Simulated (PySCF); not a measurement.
Ionisation of trifluoroacetic acid

Parent: trifluoroacetic acid, `O=C(O)C(F)(F)F` (C2HF3O2). Atom numbers as in the mapped SMILES `[O:1]=[C:2]([OH:3])[C:4]([F:5])([F:6])[F:7]`.

Level of theory: ωB97X-D3(BJ)/ma-def2-TZVP single points in PySCF, grid level 2; every species was optimised with PBE0-D3(BJ)/def2-SVP. The prefix ma- adds one diffuse s and one diffuse p function on all atoms but H. Zero-point and thermal terms (298.15 K, 1 bar) come from unscaled PBE0-D3(BJ)/def2-SVP harmonic frequencies, with soft modes damped to free rotors in the entropy.

Frontier levels of the parent: HOMO -11.82 eV, LUMO 0.85 eV.

Oxidation to the radical cation:
| Property | Result |
| --- | --- |
| Vertical ionisation energy (electronic) | 11.95 eV |
| Adiabatic ionisation energy (with zero-point energy) | 11.50 eV |
| Adiabatic, electronic part | 11.57 eV |
| Vertical gap at the product's structure | 10.74 eV |
| Inner reorganisation energy (four-point) | 1216 meV |
| Relaxation of product / of parent | 384 / 832 meV |
| ⟨S²⟩ of the product | 0.758 |
| Largest spin populations | O1 0.68, C4 0.14 |
| Largest changes of atomic charge | O1 0.38, O3 0.14, C4 0.10, F6 0.10 |
| Distances that move most (Å) | C2–C4 1.539 → 1.717; C2–O3 1.326 → 1.267; C4–F7 1.330 → 1.293; C4–F5 1.319 → 1.282 |

Measured values (NIST Chemistry WebBook, evaluated or the median of agreeing entries): vertical ionisation energy 12.00 eV (computed 11.95, difference -0.05); adiabatic ionisation energy 11.50 eV (computed 11.50, difference 0.00).
